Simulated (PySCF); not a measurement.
C₂H₄ClFSi₂, SMILES C#C[Si@H](F)[SiH2]Cl.

Geometry: PBE0-D3(BJ)/def2-SVP. The structure was generated by enumeration; whether it is a known compound was not checked. One conformer was computed; it need not be the lowest.

The numbers are results of PBE0-D3(BJ)/def2-SVP in PySCF, not measurements.

Frequencies are harmonic and unscaled.

Task: Estimate the vibrational spectrum. (An estimate is asked for; the answer gives what the named calculation found.)

Result: 
```
mode  ν (cm⁻¹)  IR (km/mol)    moving atoms (share of kinetic energy)
----  --------  -----------  ----------------------------------------
1           32          1.2  Cl 32 %, C 25 %, F 18 %, Si 15 %, H 11 %
2           65          1.2   Cl 38 %, C 28 %, F 13 %, Si 12 %, H 9 %
3          103          0.5  Si 28 %, F 25 %, C 18 %, H 15 %, Cl 13 %
4          157          4.7           F 39 %, C 36 %, H 14 %, Si 12 %
5          194          4.1           C 31 %, Si 30 %, F 20 %, H 13 %
6          325         43.3                   C 58 %, Si 26 %, H 11 %
7          364         34.1                   C 51 %, Si 25 %, F 15 %
8          418         11.6                    Si 65 %, H 15 %, C 9 %
9          478         16.3                           H 73 %, Si 20 %
10         558         37.4                          Si 52 %, Cl 41 %
11         654         52.8                   C 44 %, Si 39 %, H 15 %
12         689          3.2                                    H 95 %
13         740         23.8                            H 76 %, C 24 %
14         768         31.5                            H 76 %, C 23 %
15         773        310.8                           H 82 %, Si 13 %
16         814         16.7                            H 80 %, F 12 %
17         826        143.3                           H 85 %, Si 11 %
18         906        168.0                   Si 44 %, F 43 %, H 12 %
19         929         72.7                                    H 91 %
20        2167         64.1                            C 90 %, H 10 %
21        2233         63.4                                    H 98 %
22        2246         86.6                                    H 96 %
23        2254        121.1                                    H 97 %
24        3472         56.9                            H 86 %, C 14 %
```
